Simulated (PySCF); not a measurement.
C8H13 (charge +1).
Z-matrix (Å and degrees, PBE0-D3(BJ)/def2-SVP geometry), rows numbered from 1:
```
C 
C   1  1.4601
C   2  1.3779  1  125.78
C   3  1.3943  2  119.90  1   178.30
C   4  1.4366  3  125.31  2   176.65
C   5  1.5424  4  121.86  3   161.92
C   6  1.5360  5   90.40  4   127.88
C   7  1.5326  6   89.52  5   -18.82
H   1  1.0966  2  113.92  3    -0.01
H   1  1.1064  2  109.32  3  -123.69
H   1  1.1068  2  109.04  3   123.32
H   2  1.0991  1  116.84  3   179.59
H   3  1.0948  2  120.25  1    -0.20
H   4  1.1000  3  117.45  2     1.11
H   5  1.0992  4  112.90  3    20.37
H   6  1.0986  5  115.07  4  -110.76
H   6  1.1005  5  111.34  4    13.46
H   7  1.0992  6  112.09  5    94.27
H   7  1.0978  6  117.56  5  -138.73
H   8  1.0983  5  113.01  4    97.61
H   8  1.0998  5  111.95  4   -26.18
```

Computed with PySCF at PBE0/pcSseg-1 and PBE0/def2-SVPD, non-relativistic, on one gas-phase PBE0-D3(BJ)/def2-SVP geometry that isn't relaxed in the solvent. The solvent is an IEF-PCM continuum (van der Waals radii × 1.2). Only the electrostatic response of the medium enters.

Gas phase at PBE0/pcSseg-1: HOMO -12.69 eV, LUMO -8.11 eV.

What does the continuum do to the energy and the frontier levels at PBE0/pcSseg-1 in chloroform?

```csv
solvent,ε,E(solvent) − E(gas) (kcal/mol),polarisation term (kcal/mol),distortion of the solute (kcal/mol),HOMO (eV),LUMO (eV)
chloroform,4.711,-39.99,-40.56,0.57,-9.53,-4.78
```

The first energy column is the sum of the next two and covers electrostatics alone.

Which radius a makes Born's formula ΔE = −(q²/2a)(1 − 1/ε) give the value in chloroform?

a = q²(1 − 1/ε)/(2|ΔE|) = 3.27 Å, with q = +1 e and |ΔE| = 0.0637 Eh; the farthest nucleus lies 4.61 Å from the centroid of the nuclei. The formula assumes a point charge at the centre of a sphere.

Which Hirshfeld charges (PBE0/pcSseg-1) respond most in chloroform (means over atoms taken as equivalent)?

```csv
atoms,environment,gas (e),solvent (e),change
C2,carbon bonded to 2 C and H,+0.119,+0.128,+0.009
H19,methylene hydrogen,+0.063,+0.055,-0.008
H14,hydrogen on carbon,+0.088,+0.096,+0.008
C4,carbon bonded to 2 C and H,+0.119,+0.127,+0.008
H12,hydrogen on carbon,+0.090,+0.097,+0.007
H18,methylene hydrogen,+0.062,+0.056,-0.006
```

Which Mayer bond orders change most in chloroform?

| bond | length (Å) | gas | solvent | change |
| --- | --- | --- | --- | --- |
| C8–C5 | 1.614 | 0.854 | 0.871 | +0.017 |
| C4–C5 | 1.437 | 1.071 | 1.060 | -0.011 |
| C3–C4 | 1.394 | 1.341 | 1.351 | +0.010 |
| C5–C6 | 1.542 | 0.952 | 0.961 | +0.009 |
| C6–C7 | 1.536 | 1.021 | 1.028 | +0.007 |
| C7–C8 | 1.533 | 1.008 | 1.015 | +0.007 |
| C2–C3 | 1.378 | 1.451 | 1.446 | -0.005 |
| C6–H16 | 1.099 | 0.944 | 0.948 | +0.004 |

Gas phase at PBE0/def2-SVPD: HOMO -12.66 eV, LUMO -8.06 eV.

What does the continuum do to the energy and the frontier levels at PBE0/def2-SVPD in chloroform?

| solvent | ε | E(solvent) − E(gas) (kcal/mol) | polarisation term (kcal/mol) | distortion of the solute (kcal/mol) | HOMO (eV) | LUMO (eV) |
| --- | --- | --- | --- | --- | --- | --- |
| chloroform | 4.711 | -39.93 | -40.54 | 0.61 | -9.50 | -4.74 |

How does the static polarisability (PBE0/def2-SVPD, frozen core, with the continuum's full static response) change?

```tsv
medium	isotropic (au)	principal values (au)	⟨r²⟩ of the electrons (bohr²)
gas	106.8	70.6, 75.0, 174.8	1570.5
chloroform	133.8	88.6, 95.3, 217.3	1573.3
```

The isotropic value in chloroform is 1.25 times the gas-phase one; no cavity-field correction is applied. ⟨r²⟩ is taken about the centre of nuclear charge.
